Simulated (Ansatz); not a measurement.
A structure relaxed at PBE-D4/def2-SVP in Ansatz, charge 0, singlet:

```xyz
46

Sn    3.029    4.279    0.041
Sn    4.690    0.079   -1.439
Sn   -0.499    2.731    2.497
Sn    1.015    0.549    1.495
Sn   -3.742    0.106    2.139
Sn   -3.732    0.683   -0.627
Sn   -1.457   -3.521    2.660
Sn    0.526    1.667   -2.773
Sn   -0.780   -2.522   -1.776
Sn    2.708   -3.386    0.930
Sn    0.949    5.053    1.782
Sn    2.440    1.618   -0.707
Sn    4.245   -2.700   -1.323
Sn   -1.947    2.579   -1.749
Sn    0.191   -2.091    0.848
Sn   -4.131   -2.640    2.604
Sn   -3.488   -1.782   -1.971
Sn    0.416   -0.952   -3.786
H     3.126    5.314   -1.349
H     4.562    4.354    0.853
H     5.978    0.487   -0.346
H     5.206    0.558   -3.027
H    -0.671    2.584    4.217
H    -2.089    2.851    1.818
H     2.193    0.266    2.759
H    -2.175    0.348    2.858
H    -4.849    1.147    2.976
H    -5.328    1.319   -0.942
H    -0.815   -3.301    4.260
H    -1.280   -5.206    2.267
H     0.984    2.792   -4.024
H    -0.574   -4.224   -2.095
H     3.562   -2.911    2.365
H     2.505   -5.110    1.006
H     1.588    5.838    3.193
H    -0.109    6.178    0.991
H     5.776   -3.523   -1.327
H     3.393   -3.198   -2.750
H    -1.607    3.864   -0.626
H    -2.839    3.310   -3.053
H    -5.028   -3.427    1.350
H    -4.926   -2.955    4.114
H    -4.563   -2.956   -1.276
H    -3.919   -1.604   -3.645
H     2.022   -1.474   -4.190
H    -0.554   -1.070   -5.225
```

**Question.** Give its formula.

**Answer.** Sn₁₈H₂₈.

**Question.** Summarise the bond lengths by kind (pairs closer than 1.2 times the sum of covalent radii, bridged metal pairs left out).

**Answer.** 22 × Sn–Sn 2.81 to 2.84 Å; 28 × H–Sn 1.73 to 1.75 Å.

In the def2 sets Sn takes a core potential; there is no spin–orbit coupling. Single mean-field runs in def2-SVP are fitted with def2-universal-jkfit.
